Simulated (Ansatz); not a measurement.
Be₈. Charge 0, multiplicity 5. Geometry r2SCAN/def2-SVP; atoms count from 1.

```xyz
8

Be   -0.7962   -0.1510   -1.2874
Be    0.2750   -1.8359   -0.5669
Be   -1.0822   -0.7831    0.7278
Be    1.3523   -0.2795   -1.3641
Be   -1.4829    1.2352    0.2071
Be    0.6293    1.3717   -0.1905
Be   -0.1444    0.8802    1.7240
Be    1.2490   -0.4377    0.7501
```

At PBE0/def2-TZVP a triplet of charge 0 lies 0.29 eV below the quintet, each at its own geometry. The structure comes from a short search, and lower isomers may exist.

(1) Estimate the Mulliken populations from the PBE0/def2-TZVP orbitals of Ansatz.

(2) Where does the spin sit?

(3) And the Mayer bond orders between bonded heavy atoms (over 0.3)?

Results:

(1) 
```csv
atom,charge (e),spin (α − β)
Be1,0.11,0.60
Be2,-0.11,0.40
Be3,0.11,0.60
Be4,-0.11,0.40
Be5,-0.11,0.40
Be6,0.11,0.60
Be7,-0.11,0.40
Be8,0.11,0.60
```
Mulliken values and Mayer orders depend strongly on the basis.

(2) Summed by element: Be 4.00, of 4 unpaired in all. Largest on single atoms: Be6 0.60, Be3 0.60, Be8 0.60.

(3) Be1–Be2 0.52 (2.12 Å); Be1–Be3 0.39 (2.13 Å); Be1–Be4 0.50 (2.15 Å); Be1–Be5 0.63 (2.15 Å); Be2–Be3 0.63 (2.15 Å); Be2–Be4 0.70 (2.05 Å); Be2–Be8 0.50 (2.15 Å); Be3–Be5 0.52 (2.12 Å); Be3–Be7 0.50 (2.15 Å); Be4–Be6 0.63 (2.15 Å); Be4–Be8 0.52 (2.12 Å); Be5–Be6 0.50 (2.15 Å); Be5–Be7 0.70 (2.05 Å); Be6–Be7 0.52 (2.12 Å); Be6–Be8 0.39 (2.13 Å); Be7–Be8 0.63 (2.15 Å).
